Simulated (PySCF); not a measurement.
# Radial density of Ar⁺ (argon, charge +1)

revPBE, [Ne] 3s2 3p4 3d1, one real determinant (an excited configuration). All numbers are calculated (PySCF 2.14, the non-relativistic Hamiltonian (point nucleus), in aug-cc-pV(5+d)Z).

```json
{"r (bohr)": "0.00133", "4πr²ρ (e/bohr)": "0.08184", "4πr²(ρα − ρβ)": "0.0000"}
{"r (bohr)": "0.00224", "4πr²ρ (e/bohr)": "0.2241", "4πr²(ρα − ρβ)": "0.0000"}
{"r (bohr)": "0.00377", "4πr²ρ (e/bohr)": "0.6000", "4πr²(ρα − ρβ)": "0.0000"}
{"r (bohr)": "0.00634", "4πr²ρ (e/bohr)": "1.547", "4πr²(ρα − ρβ)": "-0.0001"}
{"r (bohr)": "0.0107", "4πr²ρ (e/bohr)": "3.748", "4πr²(ρα − ρβ)": "-0.0002"}
{"r (bohr)": "0.0179", "4πr²ρ (e/bohr)": "8.167", "4πr²(ρα − ρβ)": "0.0001"}
{"r (bohr)": "0.0302", "4πr²ρ (e/bohr)": "14.93", "4πr²(ρα − ρβ)": "0.0028"}
{"r (bohr)": "0.0508", "4πr²ρ (e/bohr)": "20.51", "4πr²(ρα − ρβ)": "0.0186"}
{"r (bohr)": "0.0854", "4πr²ρ (e/bohr)": "18.65", "4πr²(ρα − ρβ)": "0.0833"}
{"r (bohr)": "0.144", "4πr²ρ (e/bohr)": "14.42", "4πr²(ρα − ρβ)": "0.2432"}
{"r (bohr)": "0.242", "4πr²ρ (e/bohr)": "19.74", "4πr²(ρα − ρβ)": "0.3488"}
{"r (bohr)": "0.406", "4πr²ρ (e/bohr)": "16.78", "4πr²(ρα − ρβ)": "0.0946"}
{"r (bohr)": "0.683", "4πr²ρ (e/bohr)": "5.115", "4πr²(ρα − ρβ)": "0.4817"}
{"r (bohr)": "1.15", "4πr²ρ (e/bohr)": "5.244", "4πr²(ρα − ρβ)": "1.8503"}
{"r (bohr)": "1.93", "4πr²ρ (e/bohr)": "2.599", "4πr²(ρα − ρβ)": "1.1620"}
{"r (bohr)": "3.25", "4πr²ρ (e/bohr)": "0.3306", "4πr²(ρα − ρβ)": "0.2379"}
{"r (bohr)": "5.47", "4πr²ρ (e/bohr)": "0.02610", "4πr²(ρα − ρβ)": "0.0255"}
{"r (bohr)": "9.20", "4πr²ρ (e/bohr)": "1.200e-05", "4πr²(ρα − ρβ)": "0.0000"}
```

⟨L²⟩ = 8.02 against 12 for a pure F term, so this real determinant mixes terms. The outer electron is Rydberg-like, and this basis confines it to a smaller radius and binds it less than a complete one would.
